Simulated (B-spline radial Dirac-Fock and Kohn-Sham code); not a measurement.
Subshell photoionisation cross sections of Zn¹²⁺ against photon energy

System: Zn¹²⁺, [Ne] 3s2 3p6.

Level of theory: a relativistic central-field model (Hartree-Slater potential of the initial state, Latter tail, multipole expansion of the photon field, Dirac-Fock thresholds); a radial B-spline solver. Values are in kb; a dash marks an energy below the computed threshold. Values for outer subshells far above threshold carry numerical ripple of a few per cent.

```tsv
hν (eV)	2s	2p1/2	2p3/2	3s	3p1/2
600	–	–	–	103	135
985	–	–	–	42.4	47.7
1710	67.5	95.2	183	14.9	13.3
15300	0.570	0.104	0.186	0.108	0.0200
22900	0.197	0.0253	0.0443	0.0376	0.00497
27600	0.119	0.0130	0.0226	0.0227	0.00259
40000	0.0422	0.00342	0.00579	0.00811	0.000689
48500	0.0244	0.00170	0.00282	0.00469	0.000343
59318.2	0.0136	0.000812	0.00133	0.00262	0.000165
80000	0.00564	0.000273	0.000435	0.00109	5.58e-05
89600	0.00403	0.000181	0.000285	0.000779	3.71e-05
100000	0.00290	0.000121	0.000189	0.000562	2.50e-05
```

At 100000 eV the multipoles beyond E1 give 25.4 % of 2s, 39.2 % of 2p1/2, 37.8 % of 2p3/2, 25.4 % of 3s, 39.1 % of 3p1/2.
